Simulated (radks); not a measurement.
Results of a calculation; reference values are marked as such.
Question: These are the eigenvalues of the occupied orbitals of an atom or ion with whole-number occupations (eV). Code: a radial shooting solver on a logarithmic mesh with Libxc functionals. Model: scalar-relativistic Kohn-Sham, BLYP, spin-polarised, spherical densities, finite nucleus; Fermi nuclear charge, rms radius of each element as measured or else 0.836 A^(1/3) + 0.57 fm.

orbital  eigenvalue
1s down   -19844.04
1s up     -19844.03
2s up     -2818.527
2s down   -2818.067
2p up     -2521.968
2p down   -2521.624
3s up     -494.6011
3s down   -494.3515
3p up     -397.4722
3p down   -397.1926
3d up     -239.3890
3d down   -238.9598
4s up      -83.4314
4s down    -81.0242
4p up      -57.4948
4p down    -54.8941
4d up      -21.6494

Which element is it, and in what charge state? The configuration may be excited. Open shells, if any, are filled with parallel spins first.

Answer: Z = 42, molybdenum, charge +2: Mo2+ in [Kr] 4d4. The list shows which subshells hold electrons but not how many an open one holds; the 1s level, -729.25 hartree, gives Z - s = 38.2 by -(Z - s)^2/2, which with screening and relativity narrows Z to a few neighbours, and the depths of the outer levels then fix element, charge and occupations together.
